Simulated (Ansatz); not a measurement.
Isolated molecules relaxed with PBE0-D4/def2-TZVP in Ansatz; ΔE leaves out vibrations. CCSD(T)/CBS is the MP2 limit (def2-TZVPP, def2-QZVPP) plus CCSD(T) − MP2 in def2-TZVPP, frozen cores. Functionals use def2-TZVPP. Each species was taken in one conformer, which may not be the lowest.

`CC(F)(F)[SiH2]F` → `C[SiH2]C(F)(F)F`  (isomerisation)

CCSD(T)/CBS gives +1.40 eV.

Another level gave +1.36 eV. Which?
A. SCS-MP2/def2-TZVPP
B. CCSD/def2-TZVPP
C. r2SCAN-D4/def2-TZVPP
D. PBE-D4/def2-TZVPP

B. CCSD/def2-TZVPP 1.36, PBE-D4 1.19, SCS-MP2/def2-TZVPP 1.42, r2SCAN-D4 1.26 eV.

Largest T1 diagnostic among the species: 0.012.

From PBE to PBE0 (25 % exact exchange), in def2-TZVPP and without D4, ΔE moves by +0.04 eV.
